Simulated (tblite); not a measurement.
C₄H₁₂NPSi₂.
Structure used (GFN2-xTB), in Å, numbered top down from 1:
```xyz
20
C4H12NPSi2 angstrom
N      1.4746   -1.6686   -0.4896
Si     1.4163   -0.4141    0.6883
P      2.9417    1.0480   -0.0793
C     -0.3056    0.3752    0.5968
C     -0.5178    1.1207   -0.7337
C     -1.8993    0.8962   -1.2537
C     -2.6721   -0.0070   -0.6588
Si    -1.7894   -0.8092    0.7817
H      0.8009   -2.4147   -0.4426
H      2.3640   -2.0154   -0.8095
H      1.6844   -0.8399    2.0799
H      4.0201    0.4229    0.5176
H      2.7973    1.9226    0.9814
H     -0.3772    1.1021    1.4095
H      0.1897    0.7622   -1.4910
H     -0.3258    2.1915   -0.6180
H     -2.2057    1.4711   -2.1192
H     -3.6689   -0.2228   -1.0087
H     -1.4763   -2.2293    0.5640
H     -2.4562   -0.6809    2.0820
```

Level: GFN2-xTB in tblite, geometry and Hessian alike; calculated harmonic values, unscaled, isolated species. The method is semi-empirical: single wavenumbers can be off by several per cent or more. Modes of hydrogen on phosphorus and silicon can be 10 to 20 % off. One conformer, not necessarily the lowest.

Harmonic wavenumbers (cm⁻¹): 26.8, 39.2, 74.0, 85.9, 148.1, 162.4, 193.1, 233.1, 290.1, 327.9, 396.9, 469.5, 491.4, 501.4, 512.1, 596.4, 619.8, 635.2, 645.7, 657.0, 695.8, 702.0, 715.0, 797.8, 809.2, 822.3, 865.3, 913.1, 917.2, 940.6, 972.4, 1062.3, 1102.2, 1135.0, 1149.6, 1156.9, 1254.1, 1298.2, 1307.2, 1461.7, 1507.7, 1645.7, 2091.8, 2187.8, 2231.8, 2303.4, 2390.6, 2905.1, 2936.4, 2951.8, 3033.3, 3084.6, 3474.0, 3512.9.

A = 2165, B = 721.0, C = 627.4 MHz; mass 161.025 u (most abundant isotopes); point group C1, symmetry number 1.

Question: Zero-point energy?

Answer: Half the sum of the wavenumbers: 31720 cm⁻¹ = 379.46 kJ/mol.

Question: Entropy at 298.15 K, 1 bar (ideal gas, RRHO, classical rotation)?

Answer: Translation 172.23, rotation 126.25, vibration 164.86: S = 463.3 J/(mol K).

Question: And Cp and H(298.15 K) − H(0)?

Answer: Cp = 195.40 J/(mol K), of which vibrations give 162.14 (their classical limit is 54 R = 449.0); H(298.15 K) − H(0) = 34.56 kJ/mol without the zero-point energy, 24.64 from vibrations.

Question: Blend soft modes into free rotors: weight 1/[1 + (100 cm⁻¹/ν̃)⁴] for the oscillator and the rest for a rotor with moment μB/(μ + B), μ = h/(8π²ν), B = 10⁻⁴⁴ kg m². What vibrational entropy results?

Answer: 145.76 J/(mol K) in place of 164.86, which changes −T·S at 298.15 K by +5.69 kJ/mol.

Question: What must be added to the electronic energy to get the Gibbs energy at 298.15 K and 1 bar?

Answer: ZPE + [H(298.15 K) − H(0)] − T·S = 379.46 + 34.56 − 138.14 = 275.88 kJ/mol.

Question: Which modes carry the vibrational entropy at 298.15 K?

Answer: 26.8 cm⁻¹: 25.33; 39.2 cm⁻¹: 22.17; 74.0 cm⁻¹: 16.92; 85.9 cm⁻¹: 15.70; 148.1 cm⁻¹: 11.28; 162.4 cm⁻¹: 10.55 J/(mol K); the other 48 give 62.91 together.

Question: How do the functions run with temperature in this model?

Answer: 
```json
{"T (K)": "100", "S (J/(mol K))": "318.2", "Cp (J/(mol K))": "90.5", "H − H(0) (kJ/mol)": "6.34", "G − H(0) (kJ/mol)": "-25.47", "ln q(vib)": "3.11"}
{"T (K)": "200", "S (J/(mol K))": "396.4", "Cp (J/(mol K))": "142.6", "H − H(0) (kJ/mol)": "17.93", "G − H(0) (kJ/mol)": "-61.35", "ln q(vib)": "6.59"}
{"T (K)": "300", "S (J/(mol K))": "464.5", "Cp (J/(mol K))": "196.3", "H − H(0) (kJ/mol)": "34.92", "G − H(0) (kJ/mol)": "-104.44", "ln q(vib)": "9.95"}
{"T (K)": "500", "S (J/(mol K))": "585.3", "Cp (J/(mol K))": "276.9", "H − H(0) (kJ/mol)": "82.87", "G − H(0) (kJ/mol)": "-209.76", "ln q(vib)": "16.49"}
{"T (K)": "800", "S (J/(mol K))": "732.3", "Cp (J/(mol K))": "347.5", "H − H(0) (kJ/mol)": "177.54", "G − H(0) (kJ/mol)": "-408.29", "ln q(vib)": "25.54"}
{"T (K)": "1000", "S (J/(mol K))": "813.2", "Cp (J/(mol K))": "377.5", "H − H(0) (kJ/mol)": "250.19", "G − H(0) (kJ/mol)": "-563.03", "ln q(vib)": "30.98"}
```

q(vib) and H(0) count from the zero-point level.

Hindered rotation and anharmonicity are outside this model. Other conformers, if any are populated, would add a mixing term that is left out. The structure is chiral; the term R ln 2 for an equal mix with its mirror image is left out.
